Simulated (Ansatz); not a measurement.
Be9O9 (started as a model of: (BeO)9 cage of four- and six-membered rings), relaxed as a singlet with RKS PBE-D4/def2-SVP in Ansatz, starting from the GFN2-xTB geometry. Force threshold 0.03 eV/Å.

Start:

```xyz
18

Be    1.933    0.294    0.851
O     1.308    1.611    0.302
Be    0.264    1.237    1.501
O     1.102    0.099    2.175
Be    0.677   -1.194    1.401
O     1.769   -1.107    0.192
Be    1.208   -1.001   -1.179
O     1.301    0.303   -2.041
Be    0.795    1.431   -1.080
O    -0.798    1.322   -1.418
Be   -0.250    0.043   -2.117
O    -0.337   -1.396   -1.528
Be   -1.679    0.979   -0.272
O    -1.202    1.144    1.281
O    -0.740   -1.573    1.170
Be   -1.267   -1.453   -0.371
O    -2.403   -0.402   -0.134
Be   -1.682   -0.337    1.265
```

```csv
step,energy (eV),largest force component (eV/Å),SCF passes
1,-22024.5032,1.092,19
2,-22024.8640,0.570,24
3,-22024.8889,0.584,19
4,-22025.0005,0.124,21
5,-22025.0023,0.064,21
6,-22025.0033,0.005,22
```

Force components are those of the run's own axes.

End:

```xyz
18

Be    1.9765    0.3014    0.8445
O     1.3386    1.6705    0.3366
Be    0.2703    1.2874    1.5258
O     1.1147    0.1004    2.1938
Be    0.6998   -1.2421    1.4234
O     1.8187   -1.1570    0.2221
Be    1.2292   -1.0457   -1.2057
O     1.3106    0.3060   -2.0625
Be    0.7998    1.4837   -1.1033
O    -0.7999    1.3810   -1.4668
Be   -0.2784    0.0399   -2.1524
O    -0.3197   -1.4477   -1.5813
Be   -1.7138    1.0228   -0.2687
O    -1.2591    1.1906    1.3018
O    -0.7790   -1.6375    1.1872
Be   -1.2845   -1.5059   -0.3711
O    -2.4251   -0.4064   -0.1314
Be   -1.6986   -0.3414    1.3080
```

By distances, no bond broke or formed. The bond that changes most is O10–Be13, from 1.49 to 1.55 Å (atoms count from 1).

No frequencies were taken in this run, so the end may be a saddle point.

It took 24 s on 4 threads of Arm Neoverse V1 on a shared host.
